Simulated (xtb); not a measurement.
HCu, charge -1, doublet, geometry from GFN2-xTB (such geometries of metal compounds can be far from the true shape) (the multiplicity is a formal guess), atoms displaced at random by about 0.02 Å a coordinate. Base run: GFN1-xTB in xtb.

Here is a job for xtb.
```
$ xtb mol.xyz --gfn 1 --chrg -1 --uhf 1 --opt --json

# file mol.xyz
2

Cu     0.00947511     0.00143561    -0.05118646
H      0.02653364     0.01694370     1.50434546
```

The base run was repeated with changes; each row names its change, and settings that it needs were set with it.

```json
[
 {"change": "base", "ΔE vs base (kcal/mol)": "0.000", "optimiser steps": "4"},
 {"change": "opt level = vtight", "ΔE vs base (kcal/mol)": "0.000", "optimiser steps": "6"},
 {"change": "engine = lbfgs", "ΔE vs base (kcal/mol)": "0.000", "optimiser steps": "-"},
 {"change": "opt level = crude", "ΔE vs base (kcal/mol)": "0.058", "optimiser steps": "2"},
 {"change": "opt level = sloppy", "ΔE vs base (kcal/mol)": "0.001", "optimiser steps": "3"},
 {"change": "alpb = benzene", "ΔE vs base (kcal/mol)": "-53.21", "optimiser steps": "4"},
 {"change": "opt level = lax", "ΔE vs base (kcal/mol)": "0.000", "optimiser steps": "4"},
 {"change": "opt level = tight", "ΔE vs base (kcal/mol)": "0.000", "optimiser steps": "4"},
 {"change": "opt level = extreme", "ΔE vs base (kcal/mol)": "0.000", "optimiser steps": "6"},
 {"change": "opt level = loose", "ΔE vs base (kcal/mol)": "0.000", "optimiser steps": "4"}
]
```
